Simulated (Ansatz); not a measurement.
CH8FNO2Si2 can be A, `C[Si@H](O)N[Si@@H](O)F`, or B, `CN([SiH2]O)[SiH](O)F`.

Gas-phase electronic energies from Ansatz, PBE0-D4/def2-TZVP geometries. CCSD(T)/CBS adds triple-zeta CCSD(T) − MP2 to the extrapolated MP2 energy (def2 sets, frozen cores). DFT in def2-TZVPP. B3LYP here is the variant with VWN-RPA as its local correlation; programs differ in this. Each species was taken in one conformer, which may not be the lowest.

A:

Z-matrix (Å, degrees):
```
C
Si 1 1.852
H 1 1.093 2 111.1
H 1 1.092 2 110.3 3 119.9
H 1 1.093 2 110.9 3 -120.9
O 2 1.644 1 107.4 3 -177.1
N 2 1.743 1 109.2 3 61.6
H 2 1.486 1 112.3 3 -57.0
H 6 0.961 2 114.1 1 -172.4
Si 7 1.690 2 125.0 1 -178.4
H 7 1.009 2 116.8 1 12.9
O 10 1.643 7 104.9 2 -20.6
F 10 1.598 7 114.4 2 95.9
H 10 1.476 7 112.2 2 -144.6
H 12 0.959 10 117.5 7 148.8
```

B:

```xyz
15

C    -1.587   -0.849   -0.549
N    -0.355   -0.150   -0.161
Si   -0.509    1.583   -0.163
O     0.917    2.291    0.202
Si    1.030   -1.063    0.179
O     1.986   -0.143    1.150
F     0.593   -2.397    0.937
H    -1.733   -0.849   -1.633
H    -1.578   -1.883   -0.202
H    -2.459   -0.368   -0.091
H    -1.591    1.924    0.801
H    -0.917    2.062   -1.508
H     1.481    1.781    0.795
H     1.815   -1.539   -0.980
H     2.907   -0.401    1.224
```

Task: Which isomer does CCSD(T)/CBS put lower? Give the gap. (Best estimate.)

Result: The calculation gave: A, by 100.9 kJ/mol.

Task: Give E(B) − E(A) in kJ/mol with CCSD/def2-TZVPP, B3LYP-D4, MP2/def2-TZVPP, r2SCAN-D4, B2PLYP, ωB97M-V, CCSD(T)/def2-TZVPP. (An estimate is asked.)

Result: Ansatz gave: CCSD/def2-TZVPP 99.1, B3LYP-D4 97.0, MP2/def2-TZVPP 101.0, r2SCAN-D4 104.0, B2PLYP 100.3, ωB97M-V 102.5, CCSD(T)/def2-TZVPP 98.1. None reverses the order clearly.

Largest T1 diagnostic: 0.011.

The D4 term adds −3.4 kJ/mol with B3LYP and −1.7 kJ/mol with PBE0; it sums over pairs of atoms, weighted by their polarisabilities, and B3LYP, whose exchange is more repulsive, gets the larger term.
